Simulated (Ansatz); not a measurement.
Z-matrix (Å, degrees):
```
Sn
F 1 1.919
Si 1 2.563 2 107.1
F 1 1.919 2 102.5 3 112.7
H 1 1.703 2 105.1 3 -137.7
H 3 1.483 1 108.2 2 175.1
H 3 1.483 1 108.1 2 -65.2
H 3 1.481 1 107.6 2 54.9
```

Charge 0, multiplicity 1. Sn: def2 effective core potential.

(1) List the PBE/def2-TZVPP orbital energies in eV (Ansatz 0.2.0). (Best estimate.)

Answers

(1) Ansatz gave: Occupied: -1780.55, -658.80, -658.80, -138.33, -134.06, -95.08, -95.03, -95.03, -90.03, -90.02, -89.94, -28.65, -28.38, -26.44, -26.42, -26.39, -26.05, -25.55, -14.38, -12.73, -10.00, -9.83, -9.37, -9.35, -9.31, -8.74, -8.65, -8.59, -7.47. Lowest empty: -1.97, -1.83, -1.68, -0.20, 0.06, 0.21, 1.16, 1.83.
